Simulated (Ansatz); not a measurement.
Consider the isomerisation: `[CH3][AlH][NH][SiH2]C` → `[CH3][AlH][NH]C[SiH3]`.

Calculated with Ansatz (gas phase, PBE0-D4/def2-TZVP geometries, no zero-point term in ΔE). CCSD(T)/CBS is the MP2 limit (def2-TZVPP, def2-QZVPP) plus CCSD(T) − MP2 in def2-TZVPP, frozen cores. DFT in def2-TZVPP. B3LYP here is the variant with VWN-RPA as its local correlation; programs differ in this. HSE06 is defined as in plane-wave codes. One conformer a species, not always the lowest.

```json
{"level": "LDA (SPW92)", "ΔE (kJ/mol)": "139.6", "difference from CCSD(T)/CBS": "-16.8"}
{"level": "PBE-D4", "ΔE (kJ/mol)": "141.6", "difference from CCSD(T)/CBS": "-14.8"}
{"level": "revPBE-D4", "ΔE (kJ/mol)": "139.3", "difference from CCSD(T)/CBS": "-17.1"}
{"level": "BLYP-D4", "ΔE (kJ/mol)": "143.2", "difference from CCSD(T)/CBS": "-13.2"}
{"level": "r2SCAN-D4", "ΔE (kJ/mol)": "155.3", "difference from CCSD(T)/CBS": "-1.1"}
{"level": "PBE0-D4", "ΔE (kJ/mol)": "148.4", "difference from CCSD(T)/CBS": "-8.0"}
{"level": "B3LYP-D4", "ΔE (kJ/mol)": "149.2", "difference from CCSD(T)/CBS": "-7.2"}
{"level": "r2SCANh-D4", "ΔE (kJ/mol)": "156.5", "difference from CCSD(T)/CBS": "0.1"}
{"level": "r2SCAN0-D4", "ΔE (kJ/mol)": "158.0", "difference from CCSD(T)/CBS": "1.6"}
{"level": "HSE06-D4", "ΔE (kJ/mol)": "148.4", "difference from CCSD(T)/CBS": "-8.0"}
{"level": "BHLYP-D4", "ΔE (kJ/mol)": "156.6", "difference from CCSD(T)/CBS": "0.2"}
{"level": "CAM-B3LYP-D4", "ΔE (kJ/mol)": "151.6", "difference from CCSD(T)/CBS": "-4.8"}
{"level": "ωB97M-V", "ΔE (kJ/mol)": "154.5", "difference from CCSD(T)/CBS": "-1.9"}
{"level": "B2PLYP", "ΔE (kJ/mol)": "154.2", "difference from CCSD(T)/CBS": "-2.2"}
{"level": "PBE-QIDH", "ΔE (kJ/mol)": "156.3", "difference from CCSD(T)/CBS": "-0.1"}
{"level": "revPBE", "ΔE (kJ/mol)": "142.0", "difference from CCSD(T)/CBS": "-14.4"}
{"level": "BLYP", "ΔE (kJ/mol)": "144.1", "difference from CCSD(T)/CBS": "-12.3"}
{"level": "r2SCAN", "ΔE (kJ/mol)": "155.4", "difference from CCSD(T)/CBS": "-1.0"}
{"level": "PBE0", "ΔE (kJ/mol)": "148.6", "difference from CCSD(T)/CBS": "-7.8"}
{"level": "B3LYP", "ΔE (kJ/mol)": "149.6", "difference from CCSD(T)/CBS": "-6.8"}
{"level": "r2SCANh", "ΔE (kJ/mol)": "156.5", "difference from CCSD(T)/CBS": "0.1"}
{"level": "r2SCAN0", "ΔE (kJ/mol)": "158.0", "difference from CCSD(T)/CBS": "1.6"}
{"level": "HSE06", "ΔE (kJ/mol)": "148.5", "difference from CCSD(T)/CBS": "-7.9"}
{"level": "BHLYP", "ΔE (kJ/mol)": "156.2", "difference from CCSD(T)/CBS": "-0.2"}
{"level": "LC-ωPBE", "ΔE (kJ/mol)": "152.6", "difference from CCSD(T)/CBS": "-3.8"}
{"level": "RPA@PBE/def2-TZVPP", "ΔE (kJ/mol)": "146.1", "difference from CCSD(T)/CBS": "-10.3"}
{"level": "HF/def2-SVP", "ΔE (kJ/mol)": "145.1", "difference from CCSD(T)/CBS": "-11.3"}
{"level": "MP2/def2-SVP", "ΔE (kJ/mol)": "140.5", "difference from CCSD(T)/CBS": "-15.9"}
{"level": "CCSD/def2-SVP", "ΔE (kJ/mol)": "134.4", "difference from CCSD(T)/CBS": "-22.0"}
{"level": "CCSD(T)/def2-SVP", "ΔE (kJ/mol)": "132.4", "difference from CCSD(T)/CBS": "-24.0"}
{"level": "HF/def2-TZVPP", "ΔE (kJ/mol)": "160.1", "difference from CCSD(T)/CBS": "3.7"}
{"level": "MP2/def2-TZVPP", "ΔE (kJ/mol)": "160.0", "difference from CCSD(T)/CBS": "3.6"}
{"level": "SCS-MP2/def2-TZVPP", "ΔE (kJ/mol)": "156.4", "difference from CCSD(T)/CBS": "0.0"}
{"level": "CCSD(T)/def2-TZVPP", "ΔE (kJ/mol)": "153.8", "difference from CCSD(T)/CBS": "-2.6"}
{"level": "HF/def2-QZVPP", "ΔE (kJ/mol)": "160.9", "difference from CCSD(T)/CBS": "4.5"}
{"level": "MP2/def2-QZVPP", "ΔE (kJ/mol)": "161.8", "difference from CCSD(T)/CBS": "5.4"}
{"level": "SCS-MP2/def2-QZVPP", "ΔE (kJ/mol)": "158.3", "difference from CCSD(T)/CBS": "1.9"}
{"level": "HF/CBS(def2)", "ΔE (kJ/mol)": "161.1", "difference from CCSD(T)/CBS": "4.7"}
{"level": "MP2/CBS(def2)", "ΔE (kJ/mol)": "162.6", "difference from CCSD(T)/CBS": "6.2"}
{"level": "CCSD/CBS(def2)", "ΔE (kJ/mol)": "157.6", "difference from CCSD(T)/CBS": "1.2"}
{"level": "CCSD(T)/CBS", "ΔE (kJ/mol)": "156.4", "difference from CCSD(T)/CBS": "0"}
```

Largest T1 diagnostic among the species: 0.012.

From PBE to PBE0 (25 % exact exchange), in def2-TZVPP and without D4, ΔE moves by +6.7 kJ/mol. Leaving LDA and LC-ωPBE aside and taking each functional with its dispersion term where it has one, the values spread over 18.6 kJ/mol, from revPBE-D4 to r2SCAN0-D4.
